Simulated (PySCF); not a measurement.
**Radial density of Ta²⁺ (tantalum, charge +2)**

M06-L, [Xe] 4f14 5d3, high-spin 4F determinant. Computed with PySCF 2.14 in aug-cc-pVDZ-PP with ECP60MDF, with scalar relativity through the core potential. This is the valence pseudo-density: the core potential removes the inner electrons and smooths the orbitals near the nucleus.

```
r (bohr)  4πr²ρ (e/bohr)  4πr²(ρα − ρβ)
   0.139       2.877e-05         0.0000
   0.234       0.0001631         0.0000
   0.394         0.02824         0.0015
   0.663           2.532         0.0920
    1.12           10.02         1.2369
    1.88           3.662         1.6196
    3.16          0.4214         0.3873
    5.31        0.007819         0.0078
    8.93       4.541e-05         0.0000
```

Energies and moments cover only the electrons outside the core potential. Spin-orbit coupling, absent here, splits the open shell strongly.
